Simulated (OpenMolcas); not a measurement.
## neutral tin: terms and fine structure

```
Program             : OpenMolcas 26.06
Method              : SS-CASPT2, IPEA 0.25 Eh, imaginary shift 0.1 Eh (closed shells correlated: 4d)
Basis               : ANO-RCC-VTZP [7s6p4d2f1g]
Scalar Hamiltonian  : DKH2, point nucleus
Active space        : 4 electrons in 4 orbitals (5s 5p)
State averaging     : 2S+1 = 3 even, 6 roots (3 in the spin-orbit step); 2S+1 = 1 even, 6 roots kept (CI in the orbitals of an earlier block); 2S+1 = 5 odd, 1 root; 2S+1 = 3 odd, 5 roots kept (CI in the orbitals of an earlier block)
Spin-orbit coupling : RASSI with atomic mean-field integrals over the reference wave functions, term energies averaged over their components
```

Spin-free terms above the lowest, with the occupations of the reference:

```csv
Configuration,Term,E (eV),Occupations
5s2 5p2,3P,0.0000,5s 1.97 5p 2.03
5s2 5p2,1D,0.692,5s 1.97 5p 2.03
5s2 5p2,1S,1.832,5s 1.90 5p 2.10
5s 5p3,5S*,4.385,5s 1.00 5p 3.00
```

With spin-orbit coupling, above the lowest level:

```json
{"Configuration": "5s2 5p2", "Term": "3P", "J": "0", "E (eV)": "0.0000", "Measured (eV)": "0.0000", "Term weight %": "97"}
{"Configuration": "5s2 5p2", "Term": "3P", "J": "1", "E (eV)": "0.1863", "Measured (eV)": "0.2098", "Term weight %": "100"}
{"Configuration": "5s2 5p2", "Term": "3P", "J": "2", "E (eV)": "0.386", "Measured (eV)": "0.4250", "Term weight %": "92"}
{"Configuration": "5s2 5p2", "Term": "1D", "J": "2", "E (eV)": "1.054", "Measured (eV)": "1.0679", "Term weight %": "92"}
{"Configuration": "5s2 5p2", "Term": "1S", "J": "0", "E (eV)": "2.205", "Measured (eV)": "2.1279", "Term weight %": "97"}
{"Configuration": "5s 5p3", "Term": "5S*", "J": "2", "E (eV)": "4.696", "Measured (eV)": "4.9129", "Term weight %": "100"}
```

Against the 5 measured excited levels shown (NIST Handbook of Basic Atomic Spectroscopic Data) the mean absolute deviation is 600 cm-1; the largest miss in energy is 5s 5p3 5S* 2: computed 4.696, measured 4.9129 eV (-4.4 %), and the largest in proportion 5s2 5p2 3P1 (-11.2 %).

Spin-orbit coupling puts the lowest level 0.3115 eV below the lowest spin-free term.

For 3P the intervals divided by the larger J are 1502.8, 805.1 cm-1. Landé's interval rule makes them equal in pure LS coupling; they differ by 60 % of their mean. The multiplet is regular.

Term energies are means over components that CASPT2 splits; among the terms shown or strongly mixed into the levels shown the widest spread is 140 cm-1 (5s2 5p2 1D). Over all roots computed the reference weight is 0.85 to 0.93; the roots of lowest weight are the least certain, and an intruder state may touch them. Some high roots are left out of the spin-orbit mixing, which shifts the levels that they would mix with. Terms from blocks run as CI alone lack orbitals of their own. Terms of s pⁿ other than that of highest spin mix with s² pⁿ⁻² d, which this space lacks; all of them can be thousands of cm-1 off, and some have no real level of that name. Computed and measured levels are paired by configuration, term and J; levels that our copy of the source lacks, or whose pairing is in doubt (as where it misses far off the trend of its configuration), stay unpaired and out of the deviations. Only configurations of the active space appear. The first state left out of the spin-orbit step lies near 62000 cm-1 above the lowest spin-free state of the reference (among the parities and spins computed), and the list stops at four fifths of that energy or lower.

The term weight is that of the spin-free term in the level, not the purity of its configuration. * marks odd parity.
